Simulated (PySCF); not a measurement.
How the method changes the constants of SnB

State: ⁴Σ⁻ (quartet), unpaired electrons σ ↑, π ↑↑. Set-up: basis Sn def2-SVP with ECP28, B def2-SVP; scalar-relativistic core potentials; PySCF 2.14. De refers to Sn + B in their high-spin ground configurations, without counterpoise correction. The functionals are run spin-unrestricted. A positive dipole means Sn(−)B(+).

| Level | Re (Å) | ωe (cm⁻¹) | De (eV) | μ (D) |
| --- | --- | --- | --- | --- |
| UHF | 2.144 | 611 | 1.54 | -0.89 |
| UHF-MP2 | 2.183 | 604 | 2.42 | n/a |
| UHF-SCS-MP2 | 2.185 | 582 | 2.04 | n/a |
| UHF-CCSD | 2.196 | 549 | 2.17 | n/a |
| UHF-CCSD(T) | 2.206 | 545 | 2.33 | n/a |
| PBE | 2.209 | 535 | 3.05 | -1.52 |
| BP86 | 2.215 | 527 | 2.96 | -1.46 |
| r²SCAN | 2.185 | 566 | 3.00 | -1.25 |
| B3LYP | 2.202 | 540 | 2.58 | -1.43 |
| PBE0 | 2.179 | 568 | 2.80 | -1.41 |
| B97-3 | 2.192 | 557 | 2.63 | -1.62 |
| ωB97X | 2.145 | 619 | 2.59 | -1.52 |

Problem. Which functional lies closest to UHF-CCSD(T) in De, which farthest, and by how much do they differ from it?

Solution. Closest is B3LYP (-0.4 pm in Re, -0.9 % in ωe, +0.25 eV in De against UHF-CCSD(T) in the same basis), farthest PBE (+0.3 pm in Re, -1.8 % in ωe, +0.72 eV in De). CCSD(T) converges more slowly with the basis than the functionals do and binds too weakly in this one, so the order can change at the basis-set limit.

Problem. What does a quarter of exact exchange do here, going from PBE to PBE0?

Solution. PBE0 less PBE: -3.0 pm in Re, +6.2 % in ωe, -0.25 eV in De. Exact exchange removes part of the self-interaction that spreads semilocal densities, and in most molecules shortens and stiffens the bond and lowers De; so it does here.

Problem. What does the step from GGA to meta-GGA do here, going from PBE to r²SCAN?

Solution. r²SCAN less PBE: -2.4 pm in Re, +5.8 % in ωe, -0.05 eV in De. 

Correlated steps freeze 5 core orbitals. Correlated levels converge slowly with the basis: in double zeta they bind strong bonds too weakly, by up to about 1 eV, and carry superposition errors of some tenths. These are scalar-relativistic numbers at best; spin–orbit coupling would shift them, the dissociation energy most. The state was picked by a PBE0 search and need not be the measured ground state.

The whole job (state search and all levels along the bond) took about 1.5 min on 1 thread of Arm Neoverse V1 (shared host), peak memory 0.46 GiB.
